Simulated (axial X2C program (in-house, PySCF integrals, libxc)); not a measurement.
**CsB⁺: bond constants with and without spin–orbit coupling**

All values were computed with an in-house relativistic program for diatomic molecules. Spin-free means the one-electron spin-free X2C Hamiltonian; two-component (2c) means X2C with spin–orbit coupling and atomic mean-field two-electron Coulomb and Gaunt terms, so the difference of the two also holds small scalar two-electron terms. Basis: Cs dyall-cv3z [15s15p9d4f1g], B dyall-v3z [7s6p2d1f] (cores contracted in-house); Gaussian nuclei, density fitting, unrestricted open shells. Masses: Cs 132.905 u, B 11.009 u.

The run was started with this input:
```json
{
 "zs": [
  55,
  5
 ],
 "q": 1,
 "bas": [
  "dyall-cv3z",
  "dyall-v3z"
 ],
 "levels": [
  "PBE0",
  "HF",
  "M06"
 ],
 "cc": true,
 "r0": 3.17,
 "thr": -2.0,
 "nmax": 90,
 "npts": 10,
 "nst": 2,
 "ntry": 6
}
```
```bash
python so2c.py task.json out
```

Keys: zs atomic numbers; q charge; bas basis sets; levels methods; cc coupled cluster on or off; r0 starting distance in Å; thr threshold in hartree for freezing inner shells (an s shell follows its p shell); nmax most natural virtual spinors; npts points on the curve; nst determinants followed; ntry starts of the search. HF also brings MP2.

State, spin-free: M_S = 1/2, Λ = 0 (beyond evenly filled blocks: σα); electrons by block: σα: 14, σβ: 13, π+α: 6, π+β: 6, π-α: 6, π-β: 6, δ+α: 2, δ+β: 2, δ-α: 2, δ-β: 2. Fragments: Cs+ + B.

State, 2c: Ω = 1/2 (⟨Sz⟩ = 0.50, ⟨Lz⟩ = 0.00 at PBE0); electrons by block: 1/2: 20, -1/2: 19, 3/2: 8, -3/2: 8, 5/2: 2, -5/2: 2. Fragments: Cs+ + B.

```json
{"Hamiltonian": "spin-free", "level": "PBE0", "Re (Å)": "3.731", "ωe (cm⁻¹)": "113.5", "Be (cm⁻¹)": "0.1191", "αe (cm⁻¹)": "0.00217", "De (eV)": "0.266", "D0 (eV)": "0.259", "k (mdyn/Å)": "0.0772", "μ (D)": "0.18"}
{"Hamiltonian": "spin-free", "level": "HF", "Re (Å)": "3.916", "ωe (cm⁻¹)": "100.9", "Be (cm⁻¹)": "0.1081", "αe (cm⁻¹)": "0.00215", "De (eV)": "0.207", "D0 (eV)": "0.200", "k (mdyn/Å)": "0.061", "μ (D)": "-0.16"}
{"Hamiltonian": "spin-free", "level": "MP2", "Re (Å)": "3.758", "ωe (cm⁻¹)": "113.8", "Be (cm⁻¹)": "0.1174", "αe (cm⁻¹)": "0.00218", "De (eV)": "0.248", "D0 (eV)": "0.241", "k (mdyn/Å)": "0.0775", "μ (D)": "n/a"}
{"Hamiltonian": "spin-free", "level": "CCSD", "Re (Å)": "3.799", "ωe (cm⁻¹)": "109.0", "Be (cm⁻¹)": "0.1149", "αe (cm⁻¹)": "0.00215", "De (eV)": "0.263", "D0 (eV)": "0.256", "k (mdyn/Å)": "0.0711", "μ (D)": "n/a"}
{"Hamiltonian": "spin-free", "level": "CCSD(T)", "Re (Å)": "3.783", "ωe (cm⁻¹)": "110.4", "Be (cm⁻¹)": "0.1159", "αe (cm⁻¹)": "0.00215", "De (eV)": "0.261", "D0 (eV)": "0.254", "k (mdyn/Å)": "0.073", "μ (D)": "n/a"}
{"Hamiltonian": "spin-free", "level": "M06", "Re (Å)": "3.671", "ωe (cm⁻¹)": "128.7", "Be (cm⁻¹)": "0.123", "αe (cm⁻¹)": "0.00199", "De (eV)": "0.266", "D0 (eV)": "0.258", "k (mdyn/Å)": "0.0993", "μ (D)": "0.18"}
{"Hamiltonian": "2c", "level": "PBE0", "Re (Å)": "3.730", "ωe (cm⁻¹)": "113.7", "Be (cm⁻¹)": "0.1192", "αe (cm⁻¹)": "0.00216", "De (eV)": "0.267", "D0 (eV)": "0.260", "k (mdyn/Å)": "0.0774", "μ (D)": "0.18"}
{"Hamiltonian": "2c", "level": "HF", "Re (Å)": "3.916", "ωe (cm⁻¹)": "100.9", "Be (cm⁻¹)": "0.1081", "αe (cm⁻¹)": "0.00214", "De (eV)": "0.173", "D0 (eV)": "0.167", "k (mdyn/Å)": "0.0609", "μ (D)": "-0.16"}
{"Hamiltonian": "2c", "level": "CCSD", "Re (Å)": "3.799", "ωe (cm⁻¹)": "109.0", "Be (cm⁻¹)": "0.1149", "αe (cm⁻¹)": "0.00213", "De (eV)": "0.263", "D0 (eV)": "0.256", "k (mdyn/Å)": "0.0712", "μ (D)": "n/a"}
{"Hamiltonian": "2c", "level": "CCSD(T)", "Re (Å)": "3.783", "ωe (cm⁻¹)": "110.4", "Be (cm⁻¹)": "0.1158", "αe (cm⁻¹)": "0.00215", "De (eV)": "0.262", "D0 (eV)": "0.255", "k (mdyn/Å)": "0.073", "μ (D)": "n/a"}
{"Hamiltonian": "2c", "level": "M06", "Re (Å)": "3.670", "ωe (cm⁻¹)": "128.9", "Be (cm⁻¹)": "0.1231", "αe (cm⁻¹)": "0.00198", "De (eV)": "0.267", "D0 (eV)": "0.259", "k (mdyn/Å)": "0.0996", "μ (D)": "0.18"}
```

Correlated methods: 11 electrons correlated (number of frozen shells: Cs 4 s, 3 p, 2 d; B 1 s), 275 virtual spin orbitals or spinors in MP2, 90 natural virtuals in coupled cluster.

Dipoles are positive if B is the positive end and refer to the centre of mass.

The state is a single determinant with fixed occupations, the lowest that a limited PBE0 search found. De is counted from the lowest determinant-based energies of the atoms at the same level, without counterpoise correction. Density functionals use the spin component along the axis (collinear). CCSD and (T) use frozen natural virtuals with an MP2 correction for the truncation; (T) itself is uncorrected, so its De runs slightly low. The 2c atoms are single determinants rather than J levels; their spin–orbit lowering is only partly caught, and De is too large by that part. This holds for PBE0, CCSD, CCSD(T), M06. Other states lie close and PBE0, whose exact exchange favours high spin, may order them wrongly; the determinant shown need not be the ground state. The nearest other spin-free determinant of the search, M_S = 1/2, Λ = 1, lies 0.34 eV up at the distance of the search. The functionals have no current-density term, which raises determinants with orbital currents, atoms included.

No reliable constants came from MP2 (2c): no minimum in range, unconverged points, a curve that is not smooth, a change of character along it, or the two Hamiltonians disagreeing along it.

Rough cost a point (2c) on 1 thread(s) of a shared host, integrals apart: PBE0 0.4 s, HF 0.8 s, CCSD(T) 5 s, M06 0.7 s.

The whole task took 2.3 min on 1 thread of AMD EPYC 7B13 (Zen 3), with other jobs on the host.
